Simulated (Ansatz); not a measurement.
Cartesian coordinates (Å):
```xyz
13

C      0.0146    -1.0448     1.3684
C     -0.0286    -0.3319     0.2447
Si     1.5418     0.2048    -0.6256
C     -1.3357     0.0786    -0.3693
O     -1.3359     1.4320    -0.7793
H     -0.8946    -1.3390     1.8901
H      0.9505    -1.3725     1.8089
H      2.6852    -0.5224    -0.0128
H      1.7785     1.6649    -0.4787
H      1.4640    -0.1154    -2.0752
H     -2.1657    -0.1341     0.3187
H     -1.5115    -0.4971    -1.2831
H     -1.1626     1.9772    -0.0068
```
Charge 0, multiplicity 1.

Computed with frozen-core CCSD(T)/cc-pVTZ // PBE0-D3(BJ)/def2-TZVP (Ansatz, a quantum-chemistry and plane-wave program).

```yaml
HF energy: -482.10638 Ha
MP2 correlation energy: -0.86614 Ha
```

Task: Estimate the CCSD correlation energy, the (T) correction, the total energy and the T1 diagnostic.

Result: 
| Property | Value |
|---|---|
| CCSD correlation energy | -0.91477 Ha |
| (T) correction | -0.03744 Ha |
| CCSD(T) total energy | -483.05859 Ha |
| T1 diagnostic | 0.011 |
